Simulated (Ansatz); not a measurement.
Stretching the Te1–F2 bond in FHOTe (SMILES O[Te]F) (multiplicity 1 held, fragments rigid). Energies count from the point at 1.925 Å.
Geometry at that point (charge 0, multiplicity 1):
```xyz
4

Te     0.11955     0.04292     0.30933
F     -1.07547     1.13297    -0.73450
O      0.30871    -1.40576    -0.98122
H      0.99302    -1.18271    -1.62488
```

R- and RO- levels are restricted; in cc, def2 and unpolarised 6-31G sets they are followed outwards from rest. U- levels take the lowest unrestricted solution at each point, which mixes spins at long bonds. Left out are points that failed, MP2 points in a non-variational dive below the minimum, coupled-cluster points behind a sign of a changed root (a jump of the amplitudes, or a one-step jump against full CI or MRCI), small-basis points behind a change of solution, and semi-empirical points at long bonds. Curves can end on different states.

Correlated levels freeze the cores. Filled d and f shells under p-block atoms count as core.

Programs: Ansatz (Gaussian basis) for Hartree–Fock, density functionals and correlated methods. Each number belongs to the level named beside it. In def2 rows elements past Kr take small-core potentials, without spin–orbit coupling.

Energies in eV.

| R (Å) | R-HF/def2-TZVPP | R-r2SCAN/def2-TZVPP | R-SCS-MP2/def2-TZVPP | U-SCS-MP2/def2-TZVPP | R-CCSD(T)/def2-TZVPP |
|---|---|---|---|---|---|
| 1.540 | 2.86 | 3.30 | 3.32 | 3.32 | 3.29 |
| 1.733 | 0.29 | 0.52 | 0.51 | 0.51 | 0.49 |
| 1.925 | 0.00 | 0.00 | 0.00 | 0.00 | 0.00 |
| 2.118 | 0.54 | 0.32 | 0.36 | 0.36 | 0.36 |
| 2.310 | 1.34 | 0.92 | 1.00 | 1.11 | 1.00 |
| 2.599 | 2.57 | 1.87 | 2.03 | 3.28 | 1.98 |
| 2.888 | 3.63 | 2.68 | 2.95 | 3.70 | 2.75 |
| 3.369 | 4.98 | 3.62 | 4.11 | 3.88 | 3.09 |
| 3.850 | 5.91 | 4.16 | 4.81 | 3.91 | 1.15 |
| 4.428 | 6.65 | 4.50 | 5.12 | 3.92 | -3.66 |
| 5.198 | 7.26 | 4.70 | 4.85 | 3.92 | -6.88 |
| 6.160 | 7.69 | 4.81 | 3.95 | 3.92 | left out |

Doubts at one or more of the structures used: a restricted determinant that unrestricted orbitals would lower (R-HF/def2-TZVPP, R-r2SCAN/def2-TZVPP, R-SCS-MP2/def2-TZVPP, R-CCSD(T)/def2-TZVPP); a spin-contaminated determinant (U-SCS-MP2/def2-TZVPP); other coupled-cluster roots lie near (R-CCSD(T)/def2-TZVPP); T1 above 0.05 (R-CCSD(T)/def2-TZVPP).

Ansatz is a first-principles code.
